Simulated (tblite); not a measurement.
Record of a relaxation.

Compound: C2H11AlOSSi.
Atom-mapped SMILES: `[CH3:1][S@+:2]([AlH3-:3])[CH2:4][O:5][SiH3:6]` (hydrogens: H7, H8, H9 on C1; H10, H11, H12 on Al3; H13, H14 on C4; H15, H16, H17 on Si6)

Computed with GFN2-xTB (tblite), gas phase: L-BFGS steps from a force-field or distance-geometry start until the largest atomic force falls under 0.01 eV/Å. 11 of its 157 geometries are shown.

Step 0: E = -545.2189 eV, largest atomic force 3.633 eV/Å
```
atom  x, y, z in Å  |  force x, y, z in eV/Å
C1     -0.478   -1.789    0.614   -0.704  -0.619  -0.391
S2     -0.481    0.012    0.711    0.767   0.003   2.017
Al3    -2.590    0.629    0.360   -3.371   1.246  -0.531
C4      0.457    0.618   -0.671   -0.048  -0.924  -1.916
O5      1.736    0.144   -0.636    0.729   0.847   0.727
Si6     2.686    0.529    0.683    0.596  -0.341   0.365
H7     -1.486   -2.128    0.978    0.852   0.254  -0.230
H8      0.328   -2.238    1.209   -0.280   0.281  -0.261
H9     -0.393   -2.029   -0.452    0.092  -0.262   0.322
H10    -2.816    1.972    1.188    0.639  -0.256   0.118
H11    -2.715    0.989   -1.181    0.572  -0.297  -0.018
H12    -3.638   -0.485    0.827    0.765  -0.248   0.038
H13    -0.007    0.235   -1.611    0.127   0.118   0.321
H14     0.346    1.700   -0.700    0.174   0.240   0.310
H15     2.539    1.889    1.216   -0.271  -0.098  -0.255
H16     4.113    0.388    0.324   -0.583  -0.105  -0.320
H17     2.392   -0.423    1.780   -0.057   0.161  -0.297
```

Step 16: E = -546.0692 eV, largest atomic force 0.134 eV/Å
```
atom  x, y, z in Å  |  force x, y, z in eV/Å
C1     -0.518   -1.768    0.581    0.023   0.020   0.014
S2     -0.512    0.039    0.804   -0.078  -0.041   0.096
Al3    -2.812    0.746    0.302   -0.001  -0.011  -0.004
C4      0.461    0.586   -0.646    0.077   0.034  -0.046
O5      1.778    0.266   -0.549    0.047   0.002  -0.032
Si6     2.732    0.542    0.754   -0.019   0.004   0.038
H7     -1.469   -2.143    0.951   -0.004   0.025  -0.005
H8      0.303   -2.174    1.163    0.004  -0.075  -0.023
H9     -0.401   -2.014   -0.469   -0.015   0.046  -0.005
H10    -2.741    2.001    1.231    0.009   0.048  -0.025
H11    -2.610    0.910   -1.242    0.045   0.005  -0.062
H12    -3.489   -0.561    0.830    0.003  -0.060   0.025
H13     0.051    0.134   -1.550   -0.131  -0.026  -0.009
H14     0.312    1.672   -0.668   -0.059   0.020  -0.023
H15     2.492    1.907    1.229    0.095  -0.070   0.028
H16     4.021    0.303    0.122   -0.065   0.016   0.021
H17     2.396   -0.431    1.797    0.070   0.062   0.013
```

Step 31: E = -546.1017 eV, largest atomic force 0.110 eV/Å
```
atom  x, y, z in Å  |  force x, y, z in eV/Å
C1     -0.535   -1.758    0.573   -0.042  -0.075   0.018
S2     -0.502    0.030    0.908    0.062  -0.062  -0.061
Al3    -2.771    0.723    0.264    0.025  -0.002  -0.008
C4      0.405    0.603   -0.576   -0.016  -0.005  -0.073
O5      1.740    0.351   -0.515   -0.038   0.029  -0.014
Si6     2.757    0.553    0.753   -0.044  -0.025  -0.038
H7     -1.486   -2.132    0.946    0.016  -0.037  -0.011
H8      0.290   -2.238    1.091   -0.020   0.049   0.005
H9     -0.458   -1.938   -0.497   -0.047   0.066   0.070
H10    -2.748    2.041    1.103   -0.001   0.017   0.009
H11    -2.505    0.835   -1.278    0.022  -0.044  -0.046
H12    -3.434   -0.584    0.824   -0.034  -0.001   0.014
H13    -0.025    0.085   -1.440    0.019   0.037   0.017
H14     0.182    1.675   -0.658    0.055  -0.009   0.088
H15     2.635    1.904    1.284    0.026   0.099   0.040
H16     3.992    0.271    0.046    0.012  -0.004  -0.023
H17     2.457   -0.407    1.813    0.005  -0.032   0.013
```

Step 47: E = -546.1300 eV, largest atomic force 0.104 eV/Å
```
atom  x, y, z in Å  |  force x, y, z in eV/Å
C1     -0.598   -1.799    0.581   -0.009  -0.004  -0.033
S2     -0.500   -0.031    0.984    0.001   0.102  -0.019
Al3    -2.718    0.669    0.190    0.012  -0.043   0.006
C4      0.369    0.665   -0.476    0.005  -0.025  -0.006
O5      1.708    0.445   -0.475   -0.011   0.054  -0.003
Si6     2.806    0.589    0.730   -0.026  -0.043  -0.010
H7     -1.521   -2.172    1.018    0.025  -0.015  -0.004
H8      0.260   -2.312    1.004    0.006   0.014  -0.005
H9     -0.623   -1.923   -0.497   -0.026   0.004  -0.042
H10    -2.695    2.064    0.897    0.025   0.022  -0.039
H11    -2.353    0.584   -1.342   -0.077  -0.013   0.007
H12    -3.479   -0.539    0.839    0.002   0.006  -0.001
H13    -0.068    0.220   -1.377    0.006  -0.007   0.079
H14     0.115    1.736   -0.451    0.062  -0.066   0.051
H15     2.812    1.929    1.313   -0.021   0.012  -0.024
H16     3.978    0.275   -0.073   -0.031  -0.002   0.039
H17     2.499   -0.388    1.776    0.058   0.005   0.004
```

Step 62: E = -546.1776 eV, largest atomic force 0.104 eV/Å
```
atom  x, y, z in Å  |  force x, y, z in eV/Å
C1     -0.692   -1.810    0.529   -0.001   0.038  -0.058
S2     -0.548   -0.092    1.100    0.016  -0.007  -0.025
Al3    -2.687    0.535    0.052    0.016   0.057   0.020
C4      0.344    0.772   -0.255   -0.014  -0.001   0.052
O5      1.662    0.472   -0.349    0.047  -0.089  -0.026
Si6     2.889    0.615    0.724    0.021   0.008   0.004
H7     -1.486   -2.253    1.129    0.083  -0.015  -0.023
H8      0.245   -2.340    0.680   -0.039   0.089  -0.001
H9     -0.982   -1.821   -0.519   -0.009   0.008  -0.017
H10    -2.444    2.067    0.341   -0.072  -0.066  -0.018
H11    -2.446    0.026   -1.417    0.080  -0.015  -0.007
H12    -3.542   -0.408    0.960    0.000   0.043   0.054
H13    -0.149    0.532   -1.204   -0.056  -0.060   0.025
H14     0.175    1.830   -0.019    0.010   0.026   0.013
H15     2.947    1.974    1.274   -0.011  -0.092  -0.032
H16     3.968    0.274   -0.191   -0.029   0.040   0.017
H17     2.740   -0.361    1.804   -0.042   0.036   0.023
```

Step 78: E = -546.2070 eV, largest atomic force 0.062 eV/Å
```
atom  x, y, z in Å  |  force x, y, z in eV/Å
C1     -0.679   -1.769    0.483   -0.005  -0.029  -0.013
S2     -0.574   -0.079    1.126    0.018  -0.003  -0.003
Al3    -2.702    0.529    0.054   -0.012  -0.036   0.003
C4      0.352    0.759   -0.215   -0.041  -0.007   0.027
O5      1.645    0.361   -0.327    0.000  -0.003  -0.025
Si6     2.878    0.578    0.730   -0.023   0.015   0.023
H7     -1.389   -2.297    1.115    0.051  -0.021   0.029
H8      0.300   -2.236    0.533   -0.006   0.020   0.000
H9     -1.052   -1.750   -0.540    0.010   0.012   0.007
H10    -2.490    2.070    0.215    0.000   0.039   0.012
H11    -2.412   -0.090   -1.367   -0.006   0.009  -0.027
H12    -3.559   -0.320    1.049   -0.006   0.012  -0.006
H13    -0.183    0.555   -1.151    0.034   0.021  -0.004
H14     0.268    1.822    0.037   -0.018   0.027  -0.019
H15     2.890    1.958    1.222   -0.001  -0.045  -0.006
H16     3.970    0.269   -0.178   -0.009  -0.037   0.015
H17     2.729   -0.348    1.854    0.013   0.025  -0.013
```

Step 94: E = -546.2248 eV, largest atomic force 0.258 eV/Å
```
atom  x, y, z in Å  |  force x, y, z in eV/Å
C1     -0.592   -1.769    0.463   -0.087   0.147   0.043
S2     -0.616   -0.078    1.107   -0.021   0.076   0.042
Al3    -2.733    0.541    0.014    0.058   0.067  -0.038
C4      0.318    0.802   -0.200   -0.067  -0.005   0.067
O5      1.601    0.374   -0.318    0.021  -0.011  -0.022
Si6     2.840    0.523    0.746   -0.079   0.076   0.076
H7     -1.045   -2.381    1.229   -0.076  -0.168   0.109
H8      0.436   -2.056    0.312    0.229  -0.074  -0.093
H9     -1.167   -1.830   -0.458   -0.032   0.007  -0.057
H10    -2.509    2.083    0.169    0.041   0.031  -0.056
H11    -2.425   -0.130   -1.385   -0.011   0.027   0.022
H12    -3.619   -0.213    1.036   -0.088  -0.131   0.051
H13    -0.216    0.657   -1.146    0.015  -0.052  -0.045
H14     0.240    1.852    0.098    0.080   0.062   0.000
H15     2.930    1.923    1.178    0.042  -0.086  -0.028
H16     3.898    0.048   -0.123    0.028   0.016  -0.056
H17     2.651   -0.334    1.918   -0.055   0.018  -0.015
```

Step 109: E = -546.2463 eV, largest atomic force 0.038 eV/Å
```
atom  x, y, z in Å  |  force x, y, z in eV/Å
C1     -0.530   -1.752    0.461   -0.001  -0.002   0.019
S2     -0.648   -0.073    1.134    0.002   0.014   0.007
Al3    -2.743    0.545   -0.017    0.010  -0.014   0.034
C4      0.281    0.835   -0.158    0.007   0.016  -0.008
O5      1.557    0.390   -0.299   -0.007   0.005   0.003
Si6     2.803    0.481    0.761    0.003   0.001  -0.010
H7     -0.729   -2.439    1.277   -0.004  -0.001  -0.001
H8      0.483   -1.890    0.093   -0.027   0.002  -0.012
H9     -1.263   -1.884   -0.334    0.007  -0.005  -0.003
H10    -2.474    2.091    0.068   -0.002  -0.018   0.010
H11    -2.427   -0.161   -1.388    0.013  -0.012  -0.024
H12    -3.669   -0.198    1.001    0.015   0.004  -0.021
H13    -0.256    0.710   -1.108   -0.020   0.014   0.015
H14     0.231    1.881    0.162    0.017   0.015  -0.017
H15     3.048    1.872    1.142   -0.014   0.004  -0.003
H16     3.813   -0.089   -0.114    0.002  -0.014   0.010
H17     2.518   -0.307    1.958    0.000  -0.010   0.002
```

Step 125: E = -546.2503 eV, largest atomic force 0.040 eV/Å
```
atom  x, y, z in Å  |  force x, y, z in eV/Å
C1     -0.524   -1.726    0.473   -0.016   0.016   0.028
S2     -0.641   -0.050    1.154    0.024   0.025   0.008
Al3    -2.715    0.513   -0.034   -0.023   0.003  -0.032
C4      0.271    0.871   -0.144   -0.009  -0.004  -0.007
O5      1.535    0.405   -0.314    0.014   0.004   0.009
Si6     2.779    0.458    0.753    0.032   0.007  -0.019
H7     -0.632   -2.417    1.301   -0.003  -0.017   0.032
H8      0.459   -1.833    0.022   -0.023   0.002  -0.022
H9     -1.319   -1.884   -0.256    0.021  -0.010  -0.024
H10    -2.465    2.061    0.069   -0.019   0.005   0.006
H11    -2.366   -0.173   -1.413   -0.008   0.002   0.009
H12    -3.647   -0.258    0.953    0.013  -0.013  -0.005
H13    -0.290    0.765   -1.083    0.007   0.011   0.000
H14     0.244    1.914    0.186    0.007  -0.018   0.010
H15     3.061    1.846    1.118   -0.003  -0.006   0.004
H16     3.776   -0.165   -0.101   -0.002   0.003  -0.013
H17     2.468   -0.313    1.955   -0.012  -0.008   0.019
```

Step 140: E = -546.2552 eV, largest atomic force 0.034 eV/Å
```
atom  x, y, z in Å  |  force x, y, z in eV/Å
C1     -0.554   -1.690    0.514    0.004  -0.006   0.001
S2     -0.630   -0.001    1.166   -0.008  -0.013  -0.006
Al3    -2.699    0.474   -0.068   -0.031  -0.009  -0.012
C4      0.287    0.906   -0.137    0.011  -0.017   0.002
O5      1.536    0.409   -0.331    0.014   0.010   0.005
Si6     2.785    0.433    0.732   -0.003   0.004   0.029
H7     -0.637   -2.365    1.361    0.006   0.017   0.004
H8      0.407   -1.821    0.024   -0.017   0.020   0.000
H9     -1.379   -1.860   -0.182    0.008   0.012  -0.003
H10    -2.555    2.029    0.101   -0.006  -0.008  -0.002
H11    -2.307   -0.137   -1.470    0.012   0.006   0.005
H12    -3.563   -0.425    0.873   -0.019  -0.003   0.009
H13    -0.286    0.834   -1.070   -0.010   0.003  -0.005
H14     0.295    1.942    0.215   -0.006   0.011  -0.009
H15     3.079    1.814    1.118    0.011  -0.013  -0.013
H16     3.767   -0.193   -0.135    0.008  -0.003  -0.002
H17     2.447   -0.337    1.929    0.026  -0.012  -0.005
```

Step 156: E = -546.2589 eV, largest atomic force 0.009 eV/Å
```
atom  x, y, z in Å  |  force x, y, z in eV/Å
C1     -0.564   -1.651    0.531    0.002  -0.003   0.003
S2     -0.654    0.043    1.167    0.000  -0.001  -0.003
Al3    -2.730    0.437   -0.093    0.000   0.001  -0.003
C4      0.296    0.935   -0.126    0.006   0.001  -0.002
O5      1.537    0.415   -0.308   -0.003   0.000   0.002
Si6     2.804    0.404    0.732   -0.005  -0.004   0.001
H7     -0.585   -2.318    1.387    0.004   0.006  -0.006
H8      0.374   -1.757   -0.006   -0.004   0.000   0.005
H9     -1.416   -1.849   -0.123    0.007  -0.001   0.000
H10    -2.665    1.994    0.097   -0.002   0.003  -0.003
H11    -2.268   -0.138   -1.488   -0.001  -0.001  -0.004
H12    -3.574   -0.512    0.819    0.000  -0.001   0.006
H13    -0.270    0.873   -1.064   -0.001   0.002   0.005
H14     0.319    1.972    0.226    0.000   0.000   0.003
H15     3.144    1.773    1.118    0.000   0.002   0.001
H16     3.758   -0.235   -0.158   -0.002  -0.002  -0.001
H17     2.486   -0.374    1.928    0.000  -0.001  -0.004
```

Problem. Summarise the path.

Solution. The energy falls by 100.35 kJ/mol from step 0 to step 156; nine tenths of that is first reached at step 58. It falls at every step. The largest force goes from 3.633 to 0.009 eV/Å. Among the bonds S2–Al3 changes most, from 2.225 to 2.460 Å; the atoms move by 0.796 Å rms after alignment.

Problem. Follow the three bonds and two angles with the largest change from start to end.

Solution. 
| step | E above end (kJ/mol) | largest force (eV/Å) | S2–Al3 (Å) | S2–C4 (Å) | C1–H7 (Å) | S2–Al3–H12 (°) | Al3–S2–C4 (°) |
| --- | --- | --- | --- | --- | --- | --- | --- |
| 0 | 100.35 | 3.633 | 2.225 | 1.777 | 1.124 | 112.5 | 106.5 |
| 7 | 22.93 | 0.267 | 2.530 | 1.828 | 1.090 | 96.8 | 104.9 |
| 14 | 18.78 | 0.140 | 2.465 | 1.839 | 1.089 | 95.5 | 104.8 |
| 20 | 16.98 | 0.127 | 2.446 | 1.840 | 1.086 | 94.2 | 102.9 |
| 27 | 15.96 | 0.098 | 2.449 | 1.832 | 1.085 | 93.6 | 100.9 |
| 34 | 14.66 | 0.132 | 2.466 | 1.826 | 1.086 | 93.9 | 97.5 |
| 41 | 13.61 | 0.125 | 2.459 | 1.832 | 1.089 | 94.2 | 95.5 |
| 47 | 12.44 | 0.104 | 2.457 | 1.837 | 1.088 | 94.9 | 93.5 |
| 54 | 11.06 | 0.141 | 2.455 | 1.832 | 1.087 | 95.7 | 90.6 |
| 61 | 8.11 | 0.132 | 2.462 | 1.836 | 1.090 | 94.2 | 89.6 |
| 68 | 6.17 | 0.120 | 2.460 | 1.831 | 1.088 | 92.6 | 89.9 |
| 75 | 5.22 | 0.087 | 2.458 | 1.830 | 1.086 | 93.1 | 90.1 |
| 81 | 4.85 | 0.070 | 2.461 | 1.831 | 1.087 | 94.1 | 90.5 |
| 88 | 4.37 | 0.077 | 2.463 | 1.833 | 1.088 | 94.1 | 90.5 |
| 95 | 3.21 | 0.252 | 2.459 | 1.834 | 1.092 | 94.4 | 90.1 |
| 102 | 1.45 | 0.090 | 2.464 | 1.834 | 1.087 | 94.4 | 88.9 |
| 109 | 1.22 | 0.038 | 2.469 | 1.832 | 1.085 | 94.6 | 88.7 |
| 115 | 1.06 | 0.057 | 2.464 | 1.834 | 1.084 | 95.6 | 88.4 |
| 122 | 0.92 | 0.034 | 2.463 | 1.834 | 1.084 | 95.4 | 87.9 |
| 129 | 0.71 | 0.037 | 2.453 | 1.832 | 1.085 | 94.0 | 87.8 |
| 136 | 0.44 | 0.034 | 2.459 | 1.833 | 1.086 | 92.8 | 88.0 |
| 142 | 0.30 | 0.056 | 2.458 | 1.835 | 1.085 | 92.9 | 88.6 |
| 149 | 0.07 | 0.029 | 2.461 | 1.834 | 1.086 | 93.5 | 89.6 |
| 156 | 0.00 | 0.009 | 2.460 | 1.836 | 1.086 | 93.4 | 89.9 |

The cost below is that of the whole relaxation. Hardware: an Intel Xeon at 2.50 GHz with one thread, shared host. Cost: 3.8 s.
